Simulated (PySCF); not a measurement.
The numbers are results of B3LYP-D3(BJ)/def2-TZVP // M06-2X/def2-TZVP (PySCF 2.14.0), not measurements. All species are isolated molecules in the gas phase. One relaxed conformer stands for a flexible species; it need not be the lowest. B3LYP has the VWN-RPA correlation part, as in Gaussian. Excitations are Tamm–Dancoff values on a coarser integration grid. The basis has no diffuse functions, so Rydberg states are missing or too high.

Reference species (SMILES): `CCC(B)=C` (neutral, multiplicity 1).

* **T1 excitation (TDA)**: 3.44 eV
* **brightest of the four lowest singlets (TDA)**: 5.64 eV
* **S1–T1 gap (TDA)**: 1.69 eV
* **HOMO–LUMO gap**: 5.57 eV

Changed species: `B/C=C/CC`.

**Question.** What does the change do to the T1 excitation (TDA), brightest of the four lowest singlets (TDA), S1–T1 gap (TDA) and HOMO–LUMO gap?

**Answer.** the T1 excitation (TDA) rises by 0.18 eV, to 3.62 eV; the brightest of the four lowest singlets (TDA) goes up by 0.25 eV, to 5.89 eV; the S1–T1 gap (TDA) goes up by 0.11 eV, to 1.80 eV; the HOMO–LUMO gap increases by 0.19 eV, to 5.76 eV.
